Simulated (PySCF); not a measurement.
CH$_{4}$OZn, charge -1, doublet, at a GFN2-xTB geometry of the parent state (such geometries of metal compounds can be far from the true shape) (a state made from the parent by changing its charge; the spin is typed, not shown lowest) (in this run its highest filled SCF level lies above zero, so its values depend strongly on the basis, on diffuse functions most of all); B3LYP/6-31G** run with PySCF.

Input for PySCF:
```python
from pyscf import gto, scf, dft

mol = gto.Mole()
mol.atom = '''
    Zn   -0.01725634    0.01469602    0.17610893
    C    -0.16999058    1.58529776   -1.03868649
    H    -0.89438198    2.31293583   -0.69757834
    H    -0.47857034    1.23277719   -2.01677520
    H     0.78322230    2.08823604   -1.14561464
    O     0.23277667   -1.66790958    0.45013089
    H     0.26515014   -2.24333970    1.20777220
'''
mol.basis = '6-31g**'
mol.charge = -1
mol.spin = 1
mol.verbose = 4
mol.build()

mf = dft.UKS(mol)
mf.xc = 'b3lyp'
mf.kernel()
mf.analyze()
```

Output, abridged:

```
PySCF version 2.14.0

[INPUT] verbose = 4
[INPUT] num. atoms = 7
[INPUT] num. electrons = 49
[INPUT] charge = -1
[INPUT] spin (= nelec alpha-beta = 2S) = 1
[INPUT] symmetry False subgroup None
[INPUT] Mole.unit = angstrom
[INPUT] Symbol           X                Y                Z      unit          X                Y                Z       unit  Magmom
[...]
nuclear repulsion = 171.680075178514
number of shells = 36
number of NR pGTOs = 179
number of NR cGTOs = 82
basis = 6-31g**
ecp = {}

******** <class 'pyscf.dft.uks.UKS'> ********
method = UKS
initial guess = minao
damping factor = 0
level_shift factor = 0
DIIS = <class 'pyscf.scf.diis.CDIIS'>
diis_start_cycle = 1
diis_space = 8
diis_damp = 0
SCF conv_tol = 1e-09
SCF conv_tol_grad = None
SCF max_cycles = 50
direct_scf = True
direct_scf_tol = 1e-13
number electrons alpha = 25  beta = 24
XC library pyscf.dft.libxc version 7.1.2
    S. Lehtola, C. Steigemann, M. J. T. Oliveira, and M. A. L. Marques,  SoftwareX 7, 1–5 (2018)
XC functionals = b3lyp
    P. J. Stephens, F. J. Devlin, C. F. Chabalowski, and M. J. Frisch,  J. Phys. Chem. 98, 11623 (1994)
radial grids:
    Treutler-Ahlrichs [JCP 102, 346 (1995); DOI:10.1063/1.469408] (M4) radial grids

becke partition: Becke, JCP 88, 2547 (1988); DOI:10.1063/1.454033
pruning grids: <function nwchem_prune>
grids dens level: 3
symmetrized grids: False
atomic radii adjust function: <function treutler_atomic_radii_adjust>
small_rho_cutoff = 0
Set gradient conv threshold to 3.16228e-05
tot grids = 88072
init E= -1894.49207656628

cycle= 1 E= -1894.57890261591  delta_E= -0.0868  |g|= 0.739  |ddm|= 1.85
cycle= 2 E= -1892.90143368676  delta_E= 1.68  |g|= 1.93  |ddm|=    3
cycle= 3 E= -1894.76180506826  delta_E= -1.86  |g|= 0.314  |ddm|= 2.52
cycle= 4 E= -1894.81300752273  delta_E= -0.0512  |g|= 0.141  |ddm|= 0.686
cycle= 5 E= -1894.82329672807  delta_E= -0.0103  |g|= 0.0208  |ddm|= 0.215
cycle= 6 E= -1894.82366306444  delta_E= -0.000366  |g|= 0.00868  |ddm|= 0.0609
cycle= 7 E= -1894.82371467888  delta_E= -5.16e-05  |g|= 0.00425  |ddm|= 0.0305
cycle= 8 E= -1894.82373679252  delta_E= -2.21e-05  |g|= 0.00111  |ddm|= 0.0282
cycle= 9 E= -1894.82374163784  delta_E= -4.85e-06  |g|= 0.000345  |ddm|= 0.0166
cycle= 10 E= -1894.823742086  delta_E= -4.48e-07  |g|= 8.27e-05  |ddm|= 0.00658
cycle= 11 E= -1894.82374209385  delta_E= -7.85e-09  |g|= 2.57e-05  |ddm|= 0.000371
cycle= 12 E= -1894.823742095  delta_E= -1.15e-09  |g|= 9.46e-06  |ddm|= 0.000201
cycle= 13 E= -1894.82374209511  delta_E= -1.01e-10  |g|= 3.9e-06  |ddm|= 6.12e-05
Extra cycle  E= -1894.8237420951  delta_E= 8.64e-12  |g|= 4.61e-06  |ddm|= 1.19e-05
converged SCF energy = -1894.8237420951  <S^2> = 0.75145816  2S+1 = 2.0014576
**** SCF Summaries ****
Total Energy =                       -1894.823742095097259
Nuclear Repulsion Energy =             171.680075178514414
One-electron Energy =                -2993.039394241313857
Two-electron Energy =                  926.535576967702127
Two-electron Coulomb Energy =         1013.541693557207736
DFT Exchange-Correlation Energy =      -87.006116589505666
**** MO energy ****
                             alpha | beta                alpha | beta
[...]
To work with the spin densities directly, `use mulliken_meta_spin()` only printing them here.

 ** Mulliken spin pop alpha/beta on meta-lowdin orthogonal AOs **
 ** Mulliken Spin Density (per AO)  **
spin_pop of  0 Zn 1s        0.00000
spin_pop of  0 Zn 2s        0.00000
spin_pop of  0 Zn 3s       -0.00000
spin_pop of  0 Zn 4s        0.30323
spin_pop of  0 Zn 5s        0.11914
spin_pop of  0 Zn 2px      -0.00000
spin_pop of  0 Zn 2py      -0.00000
spin_pop of  0 Zn 2pz       0.00000
spin_pop of  0 Zn 3px       0.00000
spin_pop of  0 Zn 3py       0.00000
spin_pop of  0 Zn 3pz       0.00000
spin_pop of  0 Zn 4px       0.00797
spin_pop of  0 Zn 4py       0.02516
spin_pop of  0 Zn 4pz       0.20876
spin_pop of  0 Zn 5px       0.00040
spin_pop of  0 Zn 5py       0.00070
spin_pop of  0 Zn 5pz       0.01957
spin_pop of  0 Zn 3dxy      0.00079
spin_pop of  0 Zn 3dyz      0.01649
spin_pop of  0 Zn 3dz^2     0.00084
spin_pop of  0 Zn 3dxz      0.00022
spin_pop of  0 Zn 3dx2-y2    0.01534
spin_pop of  0 Zn 4dxy     -0.00000
spin_pop of  0 Zn 4dyz      0.00008
spin_pop of  0 Zn 4dz^2    -0.00000
spin_pop of  0 Zn 4dxz      0.00001
spin_pop of  0 Zn 4dx2-y2    0.00002
spin_pop of  0 Zn 4f-3      0.00002
spin_pop of  0 Zn 4f-2      0.00000
spin_pop of  0 Zn 4f-1      0.00017
spin_pop of  0 Zn 4f+0      0.00001
spin_pop of  0 Zn 4f+1      0.00000
spin_pop of  0 Zn 4f+2      0.00007
spin_pop of  0 Zn 4f+3      0.00001
spin_pop of  1 C 1s       -0.00000
spin_pop of  1 C 2s        0.05649
spin_pop of  1 C 3s        0.00589
spin_pop of  1 C 2px       0.00474
spin_pop of  1 C 2py       0.05896
spin_pop of  1 C 2pz       0.03121
spin_pop of  1 C 3px       0.00059
spin_pop of  1 C 3py       0.01645
spin_pop of  1 C 3pz      -0.00040
spin_pop of  1 C 3dxy     -0.00002
spin_pop of  1 C 3dyz      0.00001
spin_pop of  1 C 3dz^2     0.00021
spin_pop of  1 C 3dxz     -0.00000
spin_pop of  1 C 3dx2-y2    0.00020
spin_pop of  2 H 1s       -0.00397
spin_pop of  2 H 2s        0.00128
spin_pop of  2 H 2px       0.00011
spin_pop of  2 H 2py       0.00000
spin_pop of  2 H 2pz       0.00003
spin_pop of  3 H 1s        0.00518
spin_pop of  3 H 2s        0.00005
spin_pop of  3 H 2px       0.00001
spin_pop of  3 H 2py       0.00006
spin_pop of  3 H 2pz      -0.00002
spin_pop of  4 H 1s       -0.00059
spin_pop of  4 H 2s        0.00035
spin_pop of  4 H 2px       0.00002
spin_pop of  4 H 2py       0.00001
spin_pop of  4 H 2pz       0.00001
spin_pop of  5 O 1s       -0.00000
spin_pop of  5 O 2s        0.02271
spin_pop of  5 O 3s        0.00536
spin_pop of  5 O 2px      -0.00146
spin_pop of  5 O 2py       0.03576
spin_pop of  5 O 2pz       0.02155
spin_pop of  5 O 3px      -0.00006
spin_pop of  5 O 3py       0.00272
spin_pop of  5 O 3pz       0.00287
spin_pop of  5 O 3dxy      0.00002
spin_pop of  5 O 3dyz      0.00056
spin_pop of  5 O 3dz^2     0.00005
spin_pop of  5 O 3dxz      0.00002
spin_pop of  5 O 3dx2-y2    0.00032
spin_pop of  6 H 1s        0.00926
spin_pop of  6 H 2s        0.00441
spin_pop of  6 H 2px      -0.00002
spin_pop of  6 H 2py       0.00004
spin_pop of  6 H 2pz       0.00003
 ** Mulliken Spin Density (per atom)  **
spin density of  0 Zn =      0.71898
spin density of  1 C =      0.17433
spin density of  2 H =     -0.00254
spin density of  3 H =      0.00529
spin density of  4 H =     -0.00020
spin density of  5 O =      0.09043
spin density of  6 H =      0.01372
 ** Mulliken pop alpha/beta on meta-lowdin orthogonal AOs **
 ** Mulliken pop       alpha | beta **
In total            25.00000 | 24.00000
 ** Mulliken atomic charges   ( Nelec_alpha | Nelec_beta ) **
charge of  0Zn =      0.41926  (    15.14986     14.43088 )
charge of  1C =     -0.85913  (     3.51673      3.34240 )
charge of  2H =      0.07869  (     0.45939      0.46193 )
charge of  3H =      0.06044  (     0.47242      0.46714 )
charge of  4H =      0.07018  (     0.46481      0.46501 )
charge of  5O =     -1.05147  (     4.57095      4.48052 )
charge of  6H =      0.28203  (     0.36585      0.35213 )

WARN: System has nonzero charge -1; the dipole moment is origin-dependent.
Location of origin: [0. 0. 0.]

Dipole moment(X, Y, Z, Debye):  0.35045, -0.81441, -2.50049
```
